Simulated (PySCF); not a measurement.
## Effect of structural changes

Computed with quadratic response CAM-B3LYP/aug-cc-pVDZ first hyperpolarisability, Taylor convention, gas phase in PySCF 2.14.0. Geometry: PBE0-D3(BJ)/def2-SVP.

Each molecule in one low-energy conformer.

(1) How does the norm of the vector part βᵢ = ⅓ Σⱼ (βᵢⱼⱼ + βⱼᵢⱼ + βⱼⱼᵢ) of the static first hyperpolarisability change along this series?
- CNc1ccc(F)cc1 (H on C replaced by NHCH3)
- C#Cc1ccc(F)cc1 (H on C replaced by ethynyl)
- O=S(=O)(O)c1ccc(F)cc1 (H on C replaced by SO3H)

## Answers

(1) 
```csv
molecule,static β vector norm (au),static β HRS (au),S1 (eV)
CNc1ccc(F)cc1,112,62,4.49
C#Cc1ccc(F)cc1,414,167,5.07
O=S(=O)(O)c1ccc(F)cc1,132,74,5.35
```
The norm of the vector part βᵢ = ⅓ Σⱼ (βᵢⱼⱼ + βⱼᵢⱼ + βⱼⱼᵢ) of the static first hyperpolarisability is lowest for CNc1ccc(F)cc1 and highest for C#Cc1ccc(F)cc1.
